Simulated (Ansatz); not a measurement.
C7H9N (`Cc1ccccc1N`), relaxed with RKS PBE-D4/def2-SVP in the Gaussian-basis code of Ansatz from a rough embedded geometry. The force threshold is 0.03 eV/Å; the program also tests the step.

The species carries charge 0 and has multiplicity 1.

Start:

```xyz
17

C     0.292    1.579   -1.405
C     0.269    0.575   -0.290
C     1.185    0.643    0.746
C     1.172   -0.270    1.787
C     0.221   -1.275    1.798
C    -0.699   -1.365    0.771
C    -0.689   -0.451   -0.280
N    -1.664   -0.520   -1.263
H     0.487    1.095   -2.364
H     1.073    2.316   -1.236
H    -0.664    2.098   -1.475
H     1.926    1.431    0.738
H     1.898   -0.196    2.582
H     0.196   -1.994    2.603
H    -1.442   -2.150    0.775
H    -2.136   -1.407   -1.336
H    -1.426   -0.109   -2.151
```

(1) How much energy does the relaxation release, and in how many steps? (An estimate is asked.)

(2) Which bonds change most? (Best estimate.)

(3) Give the relaxed structure. (Estimate.)

Results:

(1) The calculation gave: 12.51 kJ/mol, in 4 steps.

(2) Computed: C1–H9 from 1.092 to 1.115 Å; C1–H11 from 1.090 to 1.112 Å; C2–C7 from 1.403 to 1.425 Å; C3–H12 from 1.081 to 1.102 Å.

(3) Computed: 
```xyz
17

C     0.285    1.586   -1.416
C     0.276    0.583   -0.293
C     1.204    0.646    0.761
C     1.192   -0.276    1.819
C     0.225   -1.292    1.823
C    -0.709   -1.383    0.785
C    -0.701   -0.454   -0.282
N    -1.667   -0.513   -1.281
H     0.470    1.107   -2.405
H     1.075    2.347   -1.272
H    -0.689    2.117   -1.497
H     1.957    1.451    0.746
H     1.931   -0.200    2.630
H     0.196   -2.028    2.642
H    -1.466   -2.183    0.792
H    -2.163   -1.400   -1.370
H    -1.416   -0.107   -2.183
```
